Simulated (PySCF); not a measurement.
Species: C₈H₂₁BOP (charge -1).
Numbering: `[BH3-:1][P:2](=[O:3])([C:4]([CH3:5])([CH3:6])[CH3:7])[C:8]([CH3:9])([CH3:10])[CH3:11]` (hydrogens: H12, H13, H14 on B1; H15, H16, H17 on C5; H18, H19, H20 on C6; H21, H22, H23 on C7; H24, H25, H26 on C9; H27, H28, H29 on C10; H30, H31, H32 on C11)

Structure used (PBE0-D3(BJ)/def2-SVP), in Å, numbered top down from 1:
```
atom  x, y, z in Å
B1     0.9634    2.1237   -1.2931
P2     0.9946    0.9109    0.2196
O3     1.0980    1.4639    1.6449
C4    -0.6202   -0.1058    0.1734
C5    -1.6695    0.8849    0.6904
C6    -1.0093   -0.5656   -1.2278
C7    -0.5607   -1.2796    1.1461
C8     2.4903   -0.2642    0.0188
C9     3.6627    0.6858   -0.2512
C10    2.7578   -0.9748    1.3446
C11    2.3688   -1.2540   -1.1329
H12   -0.1463    2.6599   -1.3153
H13    1.8527    2.9539   -1.1142
H14    1.1571    1.4698   -2.3258
H15   -1.3572    1.2793    1.6686
H16   -2.6503    0.3832    0.7872
H17   -1.7778    1.7382    0.0043
H18   -1.0178    0.2838   -1.9266
H19   -2.0200   -1.0164   -1.2137
H20   -0.3166   -1.3200   -1.6282
H21   -1.5707   -1.7035    1.3021
H22    0.0831   -2.0931    0.7774
H23   -0.1731   -0.9420    2.1197
H24    4.6132    0.1203   -0.2634
H25    3.7193    1.4511    0.5385
H26    3.5445    1.2068   -1.2120
H27    2.0626   -1.8076    1.5224
H28    2.6397   -0.2520    2.1669
H29    3.7839   -1.3870    1.3606
H30    1.6095   -2.0264   -0.9343
H31    2.1018   -0.7410   -2.0698
H32    3.3317   -1.7756   -1.2930
```

Theory: PySCF, PBE0-D3(BJ)/def2-SVP geometry optimisation, gas phase.

Masses are those of the commonest isotopes; rigid-rotor values at the optimised geometry. 

**Question.** Give the principal moments of inertia and the rotational constants in MHz.

**Answer.** Ia = 401.92, Ib = 646.06, Ic = 687.57 u·Å²; 505379 MHz·u·Å²/I gives A = 1257, B = 782.3, C = 735.0 MHz.

**Question.** Classify the top.

**Answer.** An asymmetric top: κ = (2 × 782.3 − 1257 − 735.0)/(1257 − 735.0) = -0.82.

**Question.** What does the inertial defect say?

**Answer.** Not planar: Δ = Ic − Ia − Ib = -360.41 u·Å². For a rigid frame Δ = −2 Σ m c², so Σ m c² = 180.20 u·Å² lies off the ab plane: 42.92 from hydrogen and 137.28 from heavier atoms. The atom farthest from that plane is 2.26 Å away.

**Question.** Give the other two planar moments, Paa and Pbb, and the rms extents of the mass along the axes.

**Answer.** Paa = Σ m a² = (Ib + Ic − Ia)/2 = 465.85 and Pbb = Σ m b² = (Ia + Ic − Ib)/2 = 221.72 u·Å². With the mass M = 175.14 u, the rms extents √(P/M) along a, b and c are 1.63, 1.13, 1.01 Å.

**Question.** Where do the levels up to J = 3 lie, in cm⁻¹?

**Answer.** Above 0(0,0):
J = 1: 1(0,1) 0.0506, 1(1,1) 0.0665, 1(1,0) 0.0680
J = 2: 2(0,2) 0.1517, 2(1,2) 0.1661, 2(1,1) 0.1708, 2(2,1) 0.2184, 2(2,0) 0.2185
J = 3: 3(0,3) 0.3031, 3(1,3) 0.3155, 3(1,2) 0.3250, 3(2,2) 0.3702, 3(2,1) 0.3708, 3(3,1) 0.4535, 3(3,0) 0.4535
The levels of one J sum to (2J + 1)J(J + 1)(A + B + C)/3.

**Question.** Which lines would a microwave search look for?

**Answer.** The dipole components (about the centre of mass, as the species is charged) are |μa| = 0.07 D, |μb| = 6.44 D, |μc| = 0.23 D. The squared components, which scale the intensities, stand as 0.00 : 1.00 : 0.00 (a : b : c). Some lines, for components of 0.1 D or more:

```csv
type,branch,"J(Ka,Kc)",MHz,lower level (cm⁻¹)
c,Q,"3(1,3) ← 3(0,3)",372,0.303
c,Q,"1(1,1) ← 1(0,1)",475,0.051
b,Q,"1(1,0) ← 1(0,1)",522,0.051
b,Q,"2(1,1) ← 2(0,2)",573,0.152
b,Q,"3(1,2) ← 3(0,3)",655,0.303
c,Q,"3(2,2) ← 3(1,2)",1357,0.325
c,Q,"2(2,1) ← 2(1,1)",1425,0.171
b,Q,"2(2,0) ← 2(1,1)",1429,0.171
b,Q,"3(2,2) ← 3(1,3)",1640,0.316
b,R,"1(1,1) ← 0(0,0)",1992,0.000
c,R,"1(1,0) ← 0(0,0)",2040,0.000
c,Q,"3(3,1) ← 3(2,1)",2479,0.371
b,Q,"3(3,0) ← 3(2,1)",2479,0.371
b,Q,"3(3,1) ← 3(2,2)",2496,0.370
b,R,"2(0,2) ← 1(1,1)",2556,0.066
b,R,"3(1,2) ← 2(2,1)",3195,0.218
c,R,"2(1,1) ← 1(0,1)",3604,0.051
b,R,"3(0,3) ← 2(1,2)",4107,0.166
b,R,"2(2,1) ← 1(1,0)",4507,0.068
c,R,"2(2,0) ← 1(1,0)",4511,0.068
b,R,"3(1,3) ← 2(0,2)",4910,0.152
b,R,"3(2,2) ← 2(1,1)",5977,0.171
c,R,"3(2,1) ← 2(1,1)",5994,0.171
b,R,"3(2,1) ← 2(1,2)",6136,0.166
b,R,"3(3,1) ← 2(2,0)",7044,0.218
c,R,"3(3,0) ← 2(2,0)",7045,0.218
c,R,"3(3,1) ← 2(2,1)",7048,0.218
b,R,"3(3,0) ← 2(2,1)",7048,0.218
```

Whether it is a minimum is left open (no frequencies). The geometry's basis has no diffuse functions, a weakness for an anion. Zero-point vibration and centrifugal distortion are left out. A rigid rotor knows nothing of internal rotation, which can split or shift real lines. Quadrupole hyperfine structure (11B) is left out.
